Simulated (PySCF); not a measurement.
Compound: C5H13BFN.
Structure used (PBE0-D3(BJ)/def2-SVP), in Å, numbered top down from 1:
```
atom  x, y, z in Å
C1    -1.064    1.191   -0.971
N2    -0.699   -0.124   -0.420
C3    -1.857   -1.022   -0.478
B4    -0.114    0.046    1.128
C5     1.435    0.456    0.816
C6     1.699    0.082   -0.639
F7     2.796   -0.740   -0.811
C8     0.469   -0.683   -1.128
H9    -0.222    1.886   -0.862
H10   -1.334    1.104   -2.035
H11   -1.912    1.591   -0.401
H12   -1.574   -1.996   -0.064
H13   -2.662   -0.600    0.138
H14   -2.209   -1.140   -1.515
H15   -0.824    0.872    1.689
H16   -0.232   -1.074    1.615
H17    2.129   -0.128    1.438
H18    1.675    1.517    0.992
H19    1.882    0.969   -1.271
H20    0.319   -0.663   -2.220
H21    0.589   -1.727   -0.805
```

The closed-shell ground state was solved at several levels (PySCF, density fitting, gas phase, non-relativistic).

```
              level  basis functions  total energy (Eh)  HOMO (eV)  LUMO (eV)  gap (eV)  dipole (D)
        HF/pcSseg-1              201          -375.4052     -10.86       3.66     14.52        5.29
CAM-B3LYP/def2-SVPD              267          -377.3617      -8.98       0.92      9.90        4.95
```

(1) Estimate the row for PBE0/pcSseg-1, a basis of 201 functions; the other rows only guide the guess.

(2) Over all these levels, which gives the widest orbital gap and which the narrowest?

(3) How far do the dipole and the HOMO energy spread over the levels?

Results:

(1) Total energy -377.3208 Eh, HOMO -7.50 eV, LUMO 0.77 eV, gap 8.27 eV, dipole 5.00 D.

(2) HF/pcSseg-1 (Hartree–Fock, all exact exchange) has the widest, 14.52 eV, and PBE0/pcSseg-1 (global hybrid, 25 % exact exchange) the narrowest, 8.27 eV. The two share the basis. From the narrowest to the widest the HOMO moves by -3.36 eV and the LUMO by +2.89 eV. The HOMO need not be the same orbital at Hartree–Fock and at DFT levels.

(3) The dipole runs from 4.95 to 5.29 D (mean 5.08 D) and the HOMO from -10.86 to -7.50 eV.

One conformer stands for the species.
